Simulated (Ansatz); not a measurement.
Gas-phase reaction (SMILES): FB(Cl)Cl -> F[B]Cl + Cl atom; the B-Cl bond at the site shown breaks (other sites are not compared here).

Structures are relaxed separately at B3LYP-D3(BJ)/def2-TZVP in Ansatz (a quantum-chemistry and plane-wave program). Valence correlation only, unless marked. Open shells are spin-unrestricted. Spin-orbit coupling is left out. Non-relativistic. Basis-set limits of correlation are two-point, X^-3; Hartree-Fock from the larger set. Thermal terms are rigid-rotor harmonic-oscillator values from B3LYP-D3(BJ) frequencies (Ansatz) at 298.15 K and 1 atm. 1 Eh = 627.5095 kcal/mol. Atoms have translation alone.

```tsv
species	E, CCSD(T)/CBS(cc-pV(T+d)Z,cc-pV(Q+d)Z) (Ansatz) (Eh)	E, PBE/def2-TZVPD (Ansatz) (Eh)	H - E (Eh)
FB(Cl)Cl	-1044.27408	-1044.81043	0.01416
F[B]Cl	-584.37105	-584.65862	0.00989
Cl atom	-459.70714	-459.95933	0.00236
```

### Question
Work out ΔE and ΔH at 298.15 K at the first level, then ΔH at the second.

### Answer

1. ΔE = [(-584.37105) + (-459.70714)] - [(-1044.27408)] = 0.19589 Eh = 122.9 kcal/mol at CCSD(T)/CBS(cc-pV(T+d)Z,cc-pV(Q+d)Z).
2. The terms H - E add up to -0.00191 Eh, so ΔH = (0.19589 + (-0.00191))×627.5095 = 121.7 kcal/mol.
3. At PBE/def2-TZVPD the same steps give ΔE = 120.8 and ΔH = 119.6 kcal/mol, a shift of -2.1 from the first level.
4. These values are not checked against measurement here, since the tables used lack a sound gas-phase enthalpy of formation for at least one species.
